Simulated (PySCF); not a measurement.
**Electron correlation in Tm³⁹⁺ (thulium, charge +39)**

Starting occupation: [Ar] 3d10 4s2. Computed with PySCF 2.14 in an even-tempered Gaussian basis (19 s from 1.9 bohr⁻², ratio 2.6; 15 p from 2.5 bohr⁻², ratio 2.6; 10 d from 2.5 bohr⁻², ratio 2.6; 6 f from 2.6 bohr⁻², ratio 2.8), with X2C-1e with screened-nucleus spin-orbit coupling, Gaussian nucleus. Frozen: [Ar]; 12 electrons correlated; the 94 highest virtual spinors left out.

MP2 pair energies summed by pair of shells (mhartree):

```
       pair   energy  share (%)
3d3/2-3d5/2  -188.62       35.5
3d5/2-3d5/2  -133.01       25.1
4s1/2-4s1/2   -62.20       11.7
3d3/2-3d3/2   -57.32       10.8
3d5/2-4s1/2   -54.34       10.2
3d3/2-4s1/2   -35.21        6.6
```

Total MP2 correlation energy: -530.70 mhartree.

The virtual space was cut to 68 spinors, which keep -509.70 of the -530.70 mhartree of MP2 correlation.

```tsv
level	correlation energy (mhartree)
CCSD	-510.13
(T)	-0.77
CCSD(T)	-510.90
```

Diagnostics: T1 = 0.00018, largest double amplitude 0.065.

Problem. Is a single reference adequate?

Solution. Yes: T1 lies below 0.03 and no double amplitude reaches 0.07.

The coupled-cluster values are those of the cut space; adding the MP2 remainder, -21.00 mhartree, estimates the full space.

At this charge the one-electron X2C treatment keeps the bare 1/r₁₂, with no two-electron picture change or Breit term. The effect here is smaller than on the frozen 1s shell.
